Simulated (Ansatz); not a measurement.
Program: Ansatz. Geometries: PBE0-D4/def2-TZVP. ΔE: electronic, gas phase. CBS: MP2 limit from def2 TZ/QZ plus the TZ coupled-cluster correction, frozen cores. Functionals use def2-TZVPP. def2 core potentials past Kr. For Sn outer-core shells are correlated without core-valence functions, which leaves a few kJ/mol of doubt a bond. Each species was taken in one conformer, which may not be the lowest.

Reaction (redistribution): `[SiH3][AlH][PH2]` + `[F][Sn]([Cl])([Cl])[Cl]` → `[SiH3][Sn]([Cl])([Cl])[Cl]` + `[F][AlH][PH2]`

`[SiH3][AlH][PH2]`:

Cartesian coordinates in Å:
```
Si -0.171 0.443 1.707
Al 0.289 -0.867 -0.317
P -0.636 -0.232 -2.352
H -1.131 1.555 1.455
H 1.089 1.051 2.225
H -0.732 -0.402 2.800
H 1.124 -2.218 -0.261
H -0.381 1.152 -2.162
H 0.548 -0.483 -3.094
```

`[F][Sn]([Cl])([Cl])[Cl]`:

Cartesian coordinates in Å:
```
F 1.002 -1.622 0.240
Sn 0.016 -0.025 0.004
Cl 0.115 0.515 -2.208
Cl -2.125 -0.444 0.665
Cl 0.991 1.576 1.299
```

`[SiH3][Sn]([Cl])([Cl])[Cl]`:

Z-matrix (Å, degrees):
```
Si
Sn 1 2.565
H 1 1.481 2 107.0
H 1 1.481 2 106.9 3 -120.0
H 1 1.481 2 107.0 3 120.0
Cl 2 2.317 1 112.8 3 180.0
Cl 2 2.316 1 112.9 3 -60.0
Cl 2 2.317 1 112.8 3 60.0
```

`[F][AlH][PH2]`:

Z-matrix (Å, degrees):
```
Al
P 1 2.314
F 1 1.651 2 117.2
H 1 1.578 2 125.5 3 -176.0
H 2 1.422 1 91.6 3 -140.4
H 2 1.421 1 92.0 3 -46.0
```

```json
{"level": "LDA (SPW92)", "ΔE (kJ/mol)": "-182.1"}
{"level": "HF/def2-SVP", "ΔE (kJ/mol)": "-198.2"}
{"level": "HF/def2-TZVPP", "ΔE (kJ/mol)": "-186.9"}
{"level": "CCSD(T)/def2-TZVPP", "ΔE (kJ/mol)": "-184.3"}
```

Q: What does CCSD(T)/CBS give? (An estimate is asked.)

A: Ansatz gave: -187.3 kJ/mol. The listed levels differ from it by 5.2, -10.9, 0.4, 3.0 kJ/mol.

Largest T1 diagnostic among the species: 0.014.

At CCSD(T), def2-SVP lies +6.9 kJ/mol from the extrapolated value and def2-TZVPP +3.0 kJ/mol. Leaving LDA and LC-ωPBE aside and taking each functional with its dispersion term where it has one, the values, not all of them listed here, spread over 23.9 kJ/mol, from BHLYP-D4 to revPBE-D4. LDA lies −8.9 kJ/mol from PBE without D4. From r2SCAN to r2SCAN0 (25 % exact exchange), in def2-TZVPP and without D4, ΔE moves by −5.4 kJ/mol.
